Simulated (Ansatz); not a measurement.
Total energies of the cluster GeCl2 (the lowest singlet isomer of a short search) from Ansatz at PBE0-D4/def2-TZVP, gas phase (1 Eh = 27.2114 eV = 2625.5 kJ/mol). The reference geometry is relaxed at B3LYP-D4/def2-TZVP.

Cartesian coordinates in Å:
```
Ge -0.809 -0.065 0.473
Cl -0.069 -1.262 -1.224
Cl 0.878 1.327 0.750
```

```csv
state,geometry,energy (Eh)
charge 0 singlet,reference,-2996.95860
charge 1 doublet,reference,-2996.57877
charge 0 triplet,relaxed at B3LYP-D4/def2-TZVP,-2996.86477
charge 0 quintet,relaxed at B3LYP-D4/def2-TZVP,-2996.69091
free Ge atom (triplet),–,-2076.65516
free Cl atom (doublet),–,-459.99739
```

(1) Work out the vertical ionisation energy to the doublet.

(2) Which of the charge 0 states is lowest, and how far above it are the others?

(3) What is the binding energy per atom against free atoms?

(1) E(charge 1 doublet) − E(charge 0 singlet) = -2996.57877 − (-2996.95860) = 0.37983 Eh = 10.34 eV. For comparison, −ε of the highest occupied level is 8.16 eV at this level, 2.18 eV less.

(2) The singlet. triplet: -2996.86477 − (-2996.95860) = 0.09383 Eh = 246.4 kJ/mol; quintet: -2996.69091 − (-2996.95860) = 0.26769 Eh = 702.8 kJ/mol.

(3) Atoms: 1 × (-2076.65516) + 2 × (-459.99739) = -2996.64994 Eh. Binding: -2996.64994 − (-2996.95860) = 0.30866 Eh = 8.40 eV, or 2.80 eV for each of 3 atoms (no zero-point energy, no counterpoise term).

The structure comes from a short search, and lower isomers may exist.
